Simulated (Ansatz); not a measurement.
Compare A (`[Cl][AlH][SiH]1CO1`) with its isomer B (`[AlH2][C@@H]1O[Si@H]1Cl`).

Isolated molecules relaxed with PBE0-D4/def2-TZVP in Ansatz; ΔE leaves out vibrations. CCSD(T)/CBS is the MP2 limit (def2-TZVPP, def2-QZVPP) plus CCSD(T) − MP2 in def2-TZVPP, frozen cores. Functionals use def2-TZVPP. One conformer a species, not always the lowest.

Problem. Which isomer does CCSD(T)/CBS put lower? Give the gap. (Best estimate.)

Solution. The calculation gave: A, by 15.8 kcal/mol.

Problem. Give E(B) − E(A) in kcal/mol with CCSD(T)/def2-TZVPP, BLYP-D4, PBE0-D4, B2PLYP, PBE-D4, CCSD/def2-TZVPP, r2SCAN-D4. (Estimate.)

Solution. The calculation gave: CCSD(T)/def2-TZVPP 16.0, BLYP-D4 16.0, PBE0-D4 18.0, B2PLYP 15.8, PBE-D4 18.2, CCSD/def2-TZVPP 16.1, r2SCAN-D4 16.7. None reverses the order clearly.

Problem. Does the order hold for the free energy at 298.15 K (harmonic terms from PBE0-D4)? (Best estimate.)

Solution. Computed: Yes: G(B) − G(A) = +13.8 kcal/mol, for one conformer each. Modes under 60 cm⁻¹, often nearly free rotors, make the harmonic entropy too high.

Largest T1 diagnostic: 0.015.

Leaving LDA and LC-ωPBE aside and taking each functional with its dispersion term where it has one, the values, not all of them listed here, spread over 4.8 kcal/mol, from B97M-V to PBE-D4. LDA lies −1.1 kcal/mol from PBE without D4. At CCSD(T), def2-SVP lies +2.8 kcal/mol from the extrapolated value and def2-TZVPP +0.2 kcal/mol.
